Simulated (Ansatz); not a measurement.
`CC(=O)SCCCCc1ccc2ccc3cccc4ccc1c2c34`. Total charge 0; singlet. Geometry PBE-D4/def2-SVP; atoms count from 1.

```xyz
44

C    -5.504    0.957   -5.108
C    -4.580    0.337   -4.081
O    -3.367    0.313   -4.182
S    -5.468   -0.378   -2.686
C    -4.035   -0.965   -1.718
C    -3.432    0.115   -0.817
C    -2.226   -0.370   -0.001
C    -1.014   -0.795   -0.855
C     0.201   -1.128   -0.021
C     0.470   -2.471    0.303
C     1.546   -2.837    1.117
C     2.410   -1.858    1.651
C     3.525   -2.197    2.493
C     4.354   -1.229    3.003
C     4.137    0.163    2.712
C     4.976    1.178    3.226
C     4.740    2.526    2.926
C     3.665    2.894    2.108
C     2.799    1.915    1.571
C     1.688    2.253    0.725
C     0.857    1.286    0.214
C     1.055   -0.112    0.499
C     2.164   -0.477    1.339
C     3.030    0.530    1.872
H    -5.360    0.437   -6.077
H    -5.212    2.016   -5.258
H    -6.569    0.903   -4.814
H    -4.397   -1.835   -1.132
H    -3.298   -1.322   -2.465
H    -4.216    0.496   -0.129
H    -3.127    0.973   -1.454
H    -2.522   -1.219    0.654
H    -1.913    0.443    0.688
H    -1.279   -1.684   -1.463
H    -0.785    0.009   -1.587
H    -0.190   -3.254   -0.103
H     1.730   -3.897    1.347
H     3.701   -3.259    2.723
H     5.204   -1.503    3.647
H     5.822    0.893    3.870
H     5.406    3.301    3.336
H     3.482    3.954    1.873
H     1.514    3.314    0.488
H     0.021    1.586   -0.435
```

Single mean-field runs in def2-TZVP are fitted with def2-universal-jkfit.

Question: Estimate the Mulliken populations of the heavy atoms from the PBE0/def2-TZVP orbitals of Ansatz.

Answer: 
```
atom  charge (e)
  C1       -0.37
  C2        0.22
  O3       -0.33
  S4       -0.10
  C5       -0.19
  C6       -0.20
  C7       -0.23
  C8       -0.35
  C9        0.28
 C10       -0.23
 C11       -0.20
 C12        0.11
 C13       -0.22
 C14       -0.24
 C15        0.15
 C16       -0.19
 C17       -0.11
 C18       -0.20
 C19        0.15
 C20       -0.26
 C21       -0.30
 C22        0.09
 C23        0.11
 C24        0.08
```
Mulliken values depend strongly on the basis.

Question: And the Mayer bond orders between heavy atoms (over 0.3)?

Answer: C1–C2 0.98 (1.51 Å); C2–O3 1.94 (1.22 Å); C2–S4 1.20 (1.80 Å); S4–C5 0.98 (1.83 Å); C5–C6 0.99 (1.53 Å); C6–C7 0.98 (1.53 Å); C7–C8 0.99 (1.54 Å); C8–C9 0.88 (1.51 Å); C9–C10 1.34 (1.41 Å); C9–C22 1.32 (1.43 Å); C10–C11 1.40 (1.40 Å); C11–C12 1.30 (1.41 Å); C12–C13 1.13 (1.44 Å); C12–C23 1.26 (1.44 Å); C13–C14 1.60 (1.37 Å); C14–C15 1.13 (1.44 Å); C15–C16 1.32 (1.41 Å); C15–C24 1.25 (1.44 Å); C16–C17 1.40 (1.40 Å); C17–C18 1.40 (1.40 Å); C18–C19 1.32 (1.41 Å); C19–C20 1.13 (1.44 Å); C19–C24 1.25 (1.44 Å); C20–C21 1.65 (1.37 Å); C21–C22 1.11 (1.44 Å); C22–C23 1.25 (1.44 Å); C23–C24 1.14 (1.43 Å).
